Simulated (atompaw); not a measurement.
**u(r) = r·R(r): atom against pseudo-atom (germanium (Ge))**

Columns: radius, all-electron u(r) and pseudo u(r) of the 4p shell (level -3.90 eV) of germanium in the configuration [Ar] 3d10 4s2 4p2; PBE, scalar-relativistic, PAW (atompaw) scheme, atompaw 4.2.0.5.

```json
{"r (bohr)": "0.092", "all-electron": "0.1434", "pseudo": "0.0040"}
{"r (bohr)": "0.185", "all-electron": "0.0709", "pseudo": "0.0159"}
{"r (bohr)": "0.277", "all-electron": "-0.0922", "pseudo": "0.0352"}
{"r (bohr)": "0.369", "all-electron": "-0.2075", "pseudo": "0.0613"}
{"r (bohr)": "0.462", "all-electron": "-0.2467", "pseudo": "0.0937"}
{"r (bohr)": "0.554", "all-electron": "-0.2237", "pseudo": "0.1308"}
{"r (bohr)": "0.646", "all-electron": "-0.1620", "pseudo": "0.1718"}
{"r (bohr)": "0.738", "all-electron": "-0.0802", "pseudo": "0.2155"}
{"r (bohr)": "0.831", "all-electron": "0.0100", "pseudo": "0.2611"}
{"r (bohr)": "0.923", "all-electron": "0.0989", "pseudo": "0.3064"}
{"r (bohr)": "1.015", "all-electron": "0.1829", "pseudo": "0.3510"}
{"r (bohr)": "1.108", "all-electron": "0.2604", "pseudo": "0.3941"}
{"r (bohr)": "1.200", "all-electron": "0.3287", "pseudo": "0.4340"}
{"r (bohr)": "1.292", "all-electron": "0.3885", "pseudo": "0.4705"}
{"r (bohr)": "1.385", "all-electron": "0.4405", "pseudo": "0.5035"}
{"r (bohr)": "1.477", "all-electron": "0.4840", "pseudo": "0.5319"}
{"r (bohr)": "1.569", "all-electron": "0.5203", "pseudo": "0.5560"}
{"r (bohr)": "1.662", "all-electron": "0.5502", "pseudo": "0.5761"}
{"r (bohr)": "1.754", "all-electron": "0.5736", "pseudo": "0.5918"}
{"r (bohr)": "1.846", "all-electron": "0.5917", "pseudo": "0.6038"}
{"r (bohr)": "1.938", "all-electron": "0.6048", "pseudo": "0.6123"}
{"r (bohr)": "2.031", "all-electron": "0.6137", "pseudo": "0.6178"}
{"r (bohr)": "2.123", "all-electron": "0.6186", "pseudo": "0.6205"}
{"r (bohr)": "2.215", "all-electron": "0.6201", "pseudo": "0.6208"}
{"r (bohr)": "2.308", "all-electron": "0.6187", "pseudo": "0.6188"}
{"r (bohr)": "2.400", "all-electron": "0.6147", "pseudo": "0.6147"}
```

Question: How many radial nodes do the two functions have?

Answer: The all-electron 4p function has n − l − 1 = 2; the pseudo-wave has 0, since the states of the same l below it are removed with the core.

Question: Where does each function peak?

Answer: Outermost all-electron maximum near 2.21 bohr, pseudo maximum near 2.21 bohr (to the table’s step).

Question: Is the pseudo-wave norm-conserving?

Answer: No, it belongs to a PAW set: the norm inside the radius is not constrained, and the difference is carried by the augmentation charge.
